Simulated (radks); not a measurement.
Species: Rb3+. Configuration: [Ar] 3d10 4s2 4p4. Calculated with a radial shooting solver on a logarithmic mesh with Libxc functionals: Dirac Kohn-Sham, HCTH/407, spin-unpolarised, spherical densities, point nucleus; open shells fill j = l - 1/2 first.

Unscreened Slater integrals over Kohn-Sham orbitals (cm^-1). Large and small components are both included.

integral,value
"F0(4p3/2,4p3/2)",125490
"F2(4p3/2,4p3/2)",66545
"F0(4p3/2,4p1/2)",126560
"G2(4p3/2,4p1/2)",67032
"F0(4p3/2,4s1/2)",132980
"G1(4p3/2,4s1/2)",89758
"F0(4p3/2,3d5/2)",162210
"F2(4p3/2,3d5/2)",35940
"G1(4p3/2,3d5/2)",11883
"G3(4p3/2,3d5/2)",11202
"F0(4p1/2,4p1/2)",127670
"F0(4p1/2,4s1/2)",134310
"G1(4p1/2,4s1/2)",91376
"F0(4p1/2,3d5/2)",164750
"G3(4p1/2,3d5/2)",11640
"F0(4s1/2,4s1/2)",142280
"F0(4s1/2,3d5/2)",180730
"G2(4s1/2,3d5/2)",15469
"F0(3d5/2,3d5/2)",383860
"F2(3d5/2,3d5/2)",185830
"F4(3d5/2,3d5/2)",117340
